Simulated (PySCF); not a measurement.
C₇H₁₁PS.
SMILES with atom numbers: `[CH2:1]=[CH:2][C@H:3]1[CH2:4][P@:5](=[S:6])([CH:7]=[CH2:8])[CH2:9]1`

Probes without a nucleus sit at each ring's centroid and 1 Å off its mean plane on both sides; NICS is minus the shielding there, NICSzz its component along the normal. Level: GIAO PBE0/pcSseg-1 (PySCF, non-relativistic, gas phase) on the GFN2-xTB geometry, one conformer.

Ring bond lengths (Å), with Mayer bond orders in brackets: C3–C4 1.548 (0.95), C4–P5 1.864 (0.89), P5–C9 1.864 (0.89), C9–C3 1.547 (0.95).

Give the NICS values of each ring in ppm.

| ring | type | NICS(0) | NICS(1), two faces | NICS(1)zz, two faces | rms pucker (Å) | centre to ring atoms, mean (Å) |
| --- | --- | --- | --- | --- | --- | --- |
| C3–C4–P5–C9 | 4-membered ring with P; formal bonds all single | -2.1 | -1.6 / -1.0 | 0.2 / 4.3 | 0.12 | 1.20 |

What do they say, and how far can they be read as aromaticity?

- C3–C4–P5–C9: mean NICS(1)zz 2.3 ppm, near zero. C3, C4, P5, C9 have four or more neighbours, so the value isn't read as a sign of a π ring current. The two faces differ by 4.1 ppm, so no symmetry operation interchanges them.

What field does 9.4 T along the ring normal induce along that normal at the second NICS(1) probe listed for ring C3–C4–P5–C9, 1 Å off the ring?

NICSzz × B0 = 4.3 ppm × 9.4 T = 40 μT, along the applied field.

How shielded are the nuclei of the rings and their hydrogens (means over atoms taken as equivalent)?

```json
{"atoms": "C3", "environment": "allylic carbon", "σ isotropic (ppm)": "151.8"}
{"atoms": "C4 (×2)", "environment": "sp3 carbon bound to phosphorus", "σ isotropic (ppm)": "136.2"}
{"atoms": "P5", "environment": "phosphorus bonded to 3 C and S", "σ isotropic (ppm)": "299.0"}
{"atoms": "H on C3", "environment": "methine hydrogen", "σ isotropic (ppm)": "29.07"}
{"atoms": "H on C4 (×2)", "environment": "methylene hydrogen", "σ isotropic (ppm)": "29.02"}
{"atoms": "H on C4 (×2)", "environment": "methylene hydrogen", "σ isotropic (ppm)": "29.22"}
```

The run took about 1.9 min of CPU time (one thread, shared machine). This is the whole shielding run at PBE0/pcSseg-1, SCF included.

Shape of the structure used: `[CH2:1]=[CH:2][C@H:3]1[CH2:4][P@:5](=[S:6])([CH:7]=[CH2:8])[CH2:9]1`: C1–C2–C3–C4 122°, C4–P5–C7–C8 139°.
